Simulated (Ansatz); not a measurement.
C₃H₇BCl₂O, SMILES `CC(C)OB(Cl)Cl`, one more setting.

```yaml
crystal:
  periodic: [false, false, false]
  atoms:
    - {symbol: C, position_ang: [-0.046126, 0.071477, 1.450777]}
    - {symbol: C, position_ang: [0.087806, -0.213664, -0.056857]}
    - {symbol: C, position_ang: [1.079372, -1.264882, -0.223740]}
    - {symbol: O, position_ang: [0.131597, 0.717679, -0.776174]}
    - {symbol: B, position_ang: [-0.830939, 1.388810, -1.476184]}
    - {symbol: Cl, position_ang: [-2.436137, 1.074313, -1.174923]}
    - {symbol: Cl, position_ang: [-0.310739, 2.717594, -2.525482]}
    - {symbol: H, position_ang: [-0.234786, -0.619297, 2.254035]}
    - {symbol: H, position_ang: [0.926144, 0.631313, 1.652480]}
    - {symbol: H, position_ang: [-1.038699, 0.892477, 1.484044]}
    - {symbol: H, position_ang: [-1.101037, -0.837799, -0.308941]}
    - {symbol: H, position_ang: [1.059334, -2.240673, 0.545363]}
    - {symbol: H, position_ang: [1.953330, -0.714035, 0.002469]}
    - {symbol: H, position_ang: [1.137818, -1.683445, -1.327603]}
basis:
  gaussian: {orbitals: def2-TZVPD, fitting: {mean_field: def2-universal-jkfit}, nuclear_model: gaussian}
hamiltonian: {xc: {name: B3LYP}, dispersion: d3bj}
output: {forces: true}
```

```sh
$ ansatz run in.yaml --threads 4 --pin off --events-out ev --progress --plain --max-ram 11315MiB
```

Output, abridged:

```
Functional definition: B3LYP
759 factors; integrals over basis functions are off by at most 8.7e-1 eV
mean field evaluation 1: about -30984.0440 eV, gradient 8.0e1 eV
mean field evaluation 2: about -30944.6521 eV, gradient 1.5e2 eV
mean field evaluation 4: about -30997.8439 eV, gradient 1.0e1 eV
mean field evaluation 8: about -30998.0449 eV, gradient 2.6e-1 eV
mean field evaluation 16: about -30998.0450 eV, gradient 5.5e-5 eV
mean field -30998.04502858 eV, -1139.1571435708 hartree, gradient 5.5e-5 eV, S^2 0.000000; 0 other end points of the search recorded, 0 dependent functions left out
reference -30998.04538743 eV, -1139.1571567584 hartree; 36, 36 occupied and 307, 307 virtual orbitals, 759 factors
Total energy: -30998.67403625 eV, -1139.1802591764 hartree
Atom 0 at    -0.046126     0.071477     1.450777 Å, force    -1.383788     5.055586    -0.437145 eV/Å
Atom 1 at     0.087806    -0.213664    -0.056857 Å, force    -7.247591   -13.708802     8.506450 eV/Å
Atom 2 at     1.079372    -1.264882    -0.223740 Å, force     1.379050    -4.167352    -1.084176 eV/Å
Atom 3 at     0.131597     0.717679    -0.776174 Å, force     1.318176    11.208669    -8.560890 eV/Å
Atom 4 at    -0.830939     1.388810    -1.476184 Å, force     2.526509     0.857149     0.308104 eV/Å
Atom 5 at    -2.436137     1.074313    -1.174923 Å, force    -2.442917    -0.371860     0.030870 eV/Å
Atom 6 at    -0.310739     2.717594    -2.525482 Å, force    -0.011195    -0.351835     0.078207 eV/Å
Atom 7 at    -0.234786    -0.619297     2.254035 Å, force     0.030237    -0.884331    -0.495845 eV/Å
Atom 8 at     0.926144     0.631313     1.652480 Å, force    -1.245669    -0.246946     0.433291 eV/Å
Atom 9 at    -1.038699     0.892477     1.484044 Å, force     2.987197    -1.972738     0.332843 eV/Å
Atom 10 at    -1.101037    -0.837799    -0.308941 Å, force     2.560361     0.943035     0.773337 eV/Å
Atom 11 at     1.059334    -2.240673     0.545363 Å, force    -0.376535     2.832497    -2.032038 eV/Å
Atom 12 at     1.953330    -0.714035     0.002469 Å, force     1.927852    -0.032652    -0.004594 eV/Å
Atom 13 at     1.137818    -1.683445    -1.327603 Å, force    -0.021685     0.839580     2.151588 eV/Å
Dipole moment:     0.027109    -0.194150     0.164824 e Å
```

Hardware: 4 threads of an Intel Xeon 6975P-C on a shared host. Wall time 3.8 s, peak host memory 0.8 GiB.
